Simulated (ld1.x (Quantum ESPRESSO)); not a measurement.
# What one change does to a pseudopotential (Al, TM)

| Item | Value |
| --- | --- |
| Element | Al |
| Generator | ld1.x (Quantum ESPRESSO) 7.5 |
| Type | norm-conserving Troullier–Martins (Kleinman–Bylander form) |
| Functional | LDA (PZ) |
| Relativity | scalar-relativistic |
| Frozen core | [Ne] |
| Valence charge | 3 |
| Reference configuration | 3s2 3p1 |
| Partial waves | 3s (bound): rc 1.90 bohr; 3p (bound): rc 2.15 bohr; 3d channel at 0.05 Ry: rc 2.00 bohr |
| Local potential | all-electron potential smoothed inside 1.75 bohr (lloc = -1) |
| Core correction | Bessel-smoothed model core, default radius (core density twice the valence density) |

All-electron outer shells of the reference configuration (LDA (PZ), scalar-relativistic, ld1.x):

| shell | level (eV) | outermost node (bohr) | outermost maximum (bohr) |
| --- | --- | --- | --- |
| 2s | -107.50 | 0.17 | 0.50 |
| 2p | -69.71 | – | 0.43 |
| 3s | -7.84 | 0.80 | 2.06 |
| 3p | -2.79 | 0.82 | 2.64 |

Change: local potential all-electron potential smoothed inside 1.26 bohr (lloc = -1).

Cutoffs: the cutoffs (Ry, on a coarse ladder) from which the occupation-weighted sum of valence levels, in a spherical-Bessel basis at the reference potential, stays within 10 and 1 mRy of its value at 400 Ry; they do not see the model core or the augmentation charge, which bear on the density cutoff. Errors are all-electron minus pseudo energies relative to the spin-unpolarised reference configuration.

Q: What does the change do?

A: The potential gets neither clearly harder nor softer (10 Ry and 30 Ry → 10 Ry and 30 Ry); of the 9 tests that both files solve, the error grows in 4 and shrinks in 1 by more than 15 % and 0.3 meV (median size 2.5 → 3.8 meV); the range in which the s phases agree narrows (upper end 1.8 → 0.7); neither file shows a bound ghost.

```tsv
quantity	base	changed
cutoff, loose	10 Ry	10 Ry
cutoff, tight	30 Ry	30 Ry
bound ghosts	none	none
error for 3s2 3p0, meV [ΔE 5.85 eV]	+2.5	+3.8
error for 3s1 3p0, meV [ΔE 25.22 eV]	+19	+32
error for 3s2 3p0.5, meV [ΔE 2.13 eV]	+0.4	+0.6
error for 3s1 3p1, meV [ΔE 11.67 eV]	+4.1	+7.0
error for 3s0 3p3, meV [ΔE 10.51 eV]	-6.6	-5.9
error for 3s1 3p2, meV [ΔE 5.16 eV]	-1.3	-0.8
error for 3s2 3p1.3, meV [ΔE -0.60 eV]	+0.1	+0.1
error for 3s2 3p1 (spin-polarised), meV [ΔE -0.14 eV]	+0.8	+0.9
error for 3s1 3p0 (spin-polarised), meV [ΔE 24.80 eV]	+14	+23
s: phases at 2.35 bohr within 0.05 rad from the reference energy up to (Ry; the scan ends near 5)	1.8	0.7
p: phases at 2.35 bohr within 0.05 rad from the reference energy up to (Ry; the scan ends near 5)	2.7	2.4
d: phases at 2.35 bohr within 0.05 rad from the reference energy up to (Ry; the scan ends near 5)	4.8	4.9
```
